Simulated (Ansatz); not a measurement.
Two isomers of C2H7GeN: A = `C=[N][GeH2][CH3]`, B = `C=C[NH][GeH3]`.

Program: Ansatz. Geometries: PBE0-D4/def2-TZVP. ΔE: electronic, gas phase. CCSD(T)/CBS adds triple-zeta CCSD(T) − MP2 to the extrapolated MP2 energy (def2 sets, frozen cores). Functionals use def2-TZVPP. B3LYP here is the variant with VWN-RPA as its local correlation; programs differ in this. For Ge outer-core shells are correlated without core-valence functions, which leaves a few kJ/mol of doubt a bond. Scalar relativity is left out up to krypton. One conformer a species, not always the lowest.

A:

```xyz
11

C    -0.277   -1.908    1.144
N    -0.657   -0.718    1.002
Ge   -0.440    0.130   -0.646
C     0.644    1.715   -0.343
H     0.180   -2.524    0.351
H    -0.392   -2.406    2.115
H     0.234   -0.851   -1.640
H    -1.848    0.501   -1.142
H     0.171    2.342    0.414
H     1.637    1.429    0.008
H     0.748    2.291   -1.264
```

B:

```xyz
11

C    -0.381    0.120    2.143
C    -0.131    0.426    0.869
N     0.421   -0.399   -0.088
Ge    0.227   -0.120   -1.897
H    -0.190   -0.870    2.544
H    -0.773    0.870    2.815
H    -0.342    1.432    0.512
H     0.595   -1.342    0.225
H    -1.187   -0.480   -2.398
H     1.269   -1.009   -2.587
H     0.492    1.373   -2.137
```

(1) Which isomer does CCSD(T)/CBS put lower? Give the gap. (Estimate.)

(2) Give E(B) − E(A) in kcal/mol with r2SCAN-D4, ωB97M-V, B3LYP-D4, CCSD(T)/def2-TZVPP, CCSD/def2-TZVPP, B3LYP, PBE0-D4. (Best estimate.)

Largest T1 diagnostic: 0.012.

Answers

(1) Ansatz gave: A, by 4.3 kcal/mol.

(2) The calculation gave: r2SCAN-D4 2.5, ωB97M-V 3.5, B3LYP-D4 2.8, CCSD(T)/def2-TZVPP 5.2, CCSD/def2-TZVPP 5.0, B3LYP 2.8, PBE0-D4 2.1. None reverses the order clearly.

In def2-TZVPP, CCSD(T) changes the Hartree–Fock value by +1.7 kcal/mol (the triples alone add +0.2 kcal/mol) and MP2 by +1.5 kcal/mol.
